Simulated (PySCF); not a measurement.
HOSi, SMILES [SiH]=O, multiplicity 2. Atoms are numbered in the order given.

```xyz
3

O      0.0825     1.0370     0.0000
Si    -0.1280    -0.4937     0.0000
H      1.1329    -1.3850     0.0000
```
Charge 0, spin multiplicity 2.

Geometry: PBE-D3(BJ)/def2-TZVPD. The isomer is the one that the SMILES or the coordinates give; other isomers of the formula were not compared.

Two levels are set side by side: PBE/pcH-1 (PySCF) and B3LYP/pcH-1 (PySCF). Contact hyperfine couplings, same geometry. Differences are taken from unrounded values.

| quantity | B3LYP | PBE | PBE minus B3LYP |
|---|---|---|---|
| A(iso) of 17O, atom O1 (MHz) | -14.1 | -6.5 | 7.6 |
| A(iso) of 29Si, atom Si2 (MHz) | -571.1 | -532.4 | 38.7 |
| A(iso) of 1H, atom H3 (MHz) | 464.8 | 426.5 | -38.3 |

Rough cost on one machine, each run with all the roots and properties that it gave: B3LYP against PBE within a factor of 2.
